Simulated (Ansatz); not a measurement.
Coupled-cluster diagnostics for NbB₇, Ansatz.

Geometry of the singlet (PBE-D4/def2-SVP):

| atom | x (Å) | y (Å) | z (Å) |
| --- | --- | --- | --- |
| Nb1 | -1.438 | 1.685 | 0.971 |
| B2 | 1.630 | -0.731 | -0.607 |
| B3 | 1.686 | 0.707 | -0.010 |
| B4 | 0.001 | -0.001 | 0.001 |
| B5 | -1.075 | -1.423 | -0.402 |
| B6 | 0.417 | -1.667 | -0.779 |
| B7 | -1.757 | -0.170 | 0.250 |
| B8 | 0.536 | 1.600 | 0.575 |

In the def2 sets Nb takes a core potential; there is no spin–orbit coupling. Correlated methods freeze 7 core orbitals; core or outer-core shells of Nb are correlated, in sets that lack core-valence functions. Another isomer (singlet) lies 0.36 eV lower at PBE0-D4/def2-TZVP; other spin states weren't run for this one.

(1) Estimate the CCSD(T) correlation energy, the shares of MP2 and (T), T1 and the reference's ⟨S²⟩ for: charge 0, singlet, own geometry in def2-SVP; and the rough time on 2 threads of AMD EPYC 7R13 on a shared host and a share (18 GiB) of an NVIDIA H100 80GB HBM3.

Answers

(1) 
| state | basis | correlation (eV) | MP2 share (%) | (T) share (%) | T1 | ⟨S²⟩ (pure) | wall time | remarks |
| --- | --- | --- | --- | --- | --- | --- | --- | --- |
| charge 0, singlet, own geometry | def2-SVP | -27.345 | 97.0 | 8.3 | 0.041 | 0.00 (0.00) | 14 s | restricted SCF unstable |
Customary marks for T1 are 0.02 (closed shells), 0.045 (open shells) and about 0.05 (3d metals). T1 exceeds 0.02 in 1 of 1 rows and 0.045 in 0; the higher it lies, the less the single-reference result can be trusted.
